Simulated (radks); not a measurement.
Isoelectronic series with 48 electrons, all held in the configuration [Kr] 4d10 5s2, which need not be the ground one along the series. Method: non-relativistic Kohn-Sham, TPSS, spin-polarised, spherical densities, point nucleus; meta-GGA in the generalised Kohn-Sham scheme; computed with a radial shooting solver on a logarithmic mesh with Libxc functionals. Total energies (hartree) and orbital eigenvalues (hartree):

ion    E (hartree)         5s         4d         4p
Cd     -5467.28532   -0.19077   -0.46570   -2.41462
Sn2+   -6024.31066   -0.91502   -1.63913   -3.87726
Te4+   -6610.64783   -1.87868   -3.17587   -5.70926
Xe6+   -7226.14880   -3.04596   -5.02411   -7.85429
Ba8+    -7870.7293   -4.40214   -7.16243  -10.28940
Ce10+   -8544.3341   -5.93919   -9.57933  -13.00254
Nd12+   -9246.9247   -7.65212  -12.26774  -15.98646
Sm14+   -9978.4723   -9.53756  -15.22295  -19.23640
Gd16+  -10738.9551  -11.59311  -18.44166  -22.74907
Dy18+  -11528.3559  -13.81698  -21.92144  -26.52205
Er20+  -12346.6610  -16.20783  -25.66043  -30.55356
Yb22+  -13193.8594  -18.76458  -29.65721  -34.84223
Hf24+  -14069.9418  -21.48638  -33.91064  -39.38695
W26+   -14974.9006  -24.37256  -38.41981  -44.18688
